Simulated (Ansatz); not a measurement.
The free W atom, lowest solution found in each spin (singlets restricted, other states unrestricted); no spin–orbit coupling, and no relativity up to Kr.

| level | energy of multiplicity 7 less that of multiplicity 5 (kcal/mol) | cost |
|---|---|---|
| SVWN5/def2-TZVPP | -11.56 | ×1 |
| B97M-V/def2-TZVPP | -15.95 | ×7 |
| B3LYP/def2-TZVPP | -3.45 | ×2 |
| BHLYP/def2-TZVPP | -2.28 | ×3 |
| CAM-B3LYP/def2-TZVPP | -1.21 | ×3 |
| wB97X-V/def2-TZVPP | -1.67 | ×8 |
| wB97M-V/def2-TZVPP | -5.40 | ×7 |
| B2PLYP/def2-TZVPP | -3.35 | ×2 |
| CCSD/def2-TZVPP | -10.19 | - |
| CCSD/def2-QZVPP | -9.17 | - |
| CCSD(T)/def2-TZVPP | -7.78 | ×5 |
| CCSD(T)/def2-QZVPP | -6.50 | ×10 |
| CCSD(T)/CBS(def2-TZVPP, def2-QZVPP) | -5.73 | ×20 |

The rows run from -15.95 (B97M-V/def2-TZVPP) to -1.21 kcal/mol (CAM-B3LYP/def2-TZVPP). From def2-TZVPP to def2-QZVPP CCSD(T) changes by 1.28. The 8 functionals in def2-TZVPP without D3 or D4 span 14.75, from B97M-V to CAM-B3LYP.

Correlated levels freeze the inner cores; with def2 sets outer-core shells near the valence are correlated too. CBS: X⁻³ extrapolation of the correlation energy, Hartree–Fock from the larger set.

Doubts at one or more of the structures used: a spin-contaminated determinant (SVWN5/def2-TZVPP, B97M-V/def2-TZVPP, B3LYP/def2-TZVPP, B2PLYP/def2-TZVPP, CCSD/def2-TZVPP, CCSD/def2-QZVPP, CCSD(T)/def2-TZVPP, CCSD(T)/def2-QZVPP, CCSD(T)/CBS(def2-TZVPP, def2-QZVPP)).

Run with Ansatz (Gaussian basis) for Hartree–Fock, density functionals and correlated methods.  In def2 rows elements past Kr take small-core potentials, without spin–orbit coupling.

Costs are rough ratios of core time to SVWN5/def2-TZVPP (about 9 s over the structures, on one shared machine); a dash marks a level with no comparable run of its own.

Ansatz is a program for electronic structure.
